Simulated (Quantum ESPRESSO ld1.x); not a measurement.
Problem. These are the eigenvalues of the occupied orbitals of an atom or ion with whole-number occupations (Ry). All-electron calculation, scalar-relativistic Kohn-Sham, LDA (Slater exchange, Perdew-Wang correlation), spin-polarised, spherical densities, point nucleus. Program: ld1.x of Quantum ESPRESSO 7.5.

orbital  eigenvalue
1s         -2426.12
2s         -378.638
2p         -340.488
3s         -79.8792
3p         -67.5141
3d         -48.9420
4s         -17.5690
4p         -13.6776
4d         -7.98557
5s         -5.11431

Which element is it, and in what charge state? The configuration may be excited. Open shells, if any, are filled with parallel spins first.

Solution. Z = 53, iodine, charge +5: I5+ in [Kr] 4d10 5s2. The list shows which subshells hold electrons but not how many an open one holds; the 1s level, -1213.1 hartree, gives Z - s = 49.3 by -(Z - s)^2/2, which with screening and relativity narrows Z to a few neighbours, and the depths of the outer levels then fix element, charge and occupations together.
